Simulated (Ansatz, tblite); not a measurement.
Spin states of PdS₂⁺, each relaxed with PBE-D4/def2-TZVP in Ansatz. Electronic energies in the gas phase.

In the def2 sets Pd takes a core potential; there is no spin–orbit coupling. The xTB rows come from tblite. B3LYP takes the VWN-RPA correlation. Correlated methods freeze 10 core orbitals; core or outer-core shells of Pd are correlated, in sets that lack core-valence functions. The structure comes from a short search, and lower isomers may exist.

Doublet geometry (C2v within 0.1 Å):

```tsv
atom	x (Å)	y (Å)	z (Å)
Pd1	1.041	0.890	-0.031
S2	-1.150	0.291	-0.007
S3	0.110	-1.181	0.038
```

Quartet geometry (C2v within 0.1 Å):

Cartesian coordinates in Å:
```
Pd 0.760 -1.205 -0.298
S -0.443 0.326 1.106
S -0.317 0.879 -0.809
```

Run but left out: HF/STO-3G, HF/def2-TZVP, HF/def2-TZVPP, PBE-QIDH/def2-TZVP, MP2/def2-TZVP, MP2/def2-TZVPP, CCSD/def2-TZVPP, CCSD(T)/def2-TZVPP (doublet: ⟨S²⟩ 1.02 to 1.80, where a pure state has 0.75).

Only these spin states were relaxed. Higher spins weren't run and may lie lower.

```json
{"level": "GFN1-xTB", "quartet − doublet (kJ/mol)": "155.5", "lowest of these": "doublet"}
{"level": "PBE-D4/def2-TZVP", "quartet − doublet (kJ/mol)": "140.5", "lowest of these": "doublet"}
{"level": "r2SCAN-D4/def2-TZVP", "quartet − doublet (kJ/mol)": "126.7", "lowest of these": "doublet"}
{"level": "B3LYP-D4/def2-TZVP", "quartet − doublet (kJ/mol)": "115.5", "lowest of these": "doublet"}
{"level": "PBE0-D4/def2-TZVP", "quartet − doublet (kJ/mol)": "113.2", "lowest of these": "doublet"}
{"level": "BHLYP-D4/def2-TZVP", "quartet − doublet (kJ/mol)": "72.3", "lowest of these": "doublet"}
{"level": "ωB97M-V/def2-TZVP", "quartet − doublet (kJ/mol)": "112.3", "lowest of these": "doublet"}
{"level": "RPA@PBE/def2-TZVP", "quartet − doublet (kJ/mol)": "116.4", "lowest of these": "doublet"}
```

```csv
state,donor atoms,mean metal–ligand distance (Å),range (Å),Mulliken spin on the metal (PBE0)
doublet,2,2.271,2.27–2.27,-0.01
quartet,2,2.401,2.40–2.40,1.05
```

⟨S²⟩ at PBE0-D4/def2-TZVP: doublet 0.76 (pure 0.75), quartet 3.76 (pure 3.75). The unpaired electrons of the doublet sit mostly on the ligands.

Change of the quartet − doublet gap on mixing in exact exchange, in kJ/mol: PBE to PBE0 (25 % exact exchange) -27.3.

The xTB methods have no spin-polarisation term.
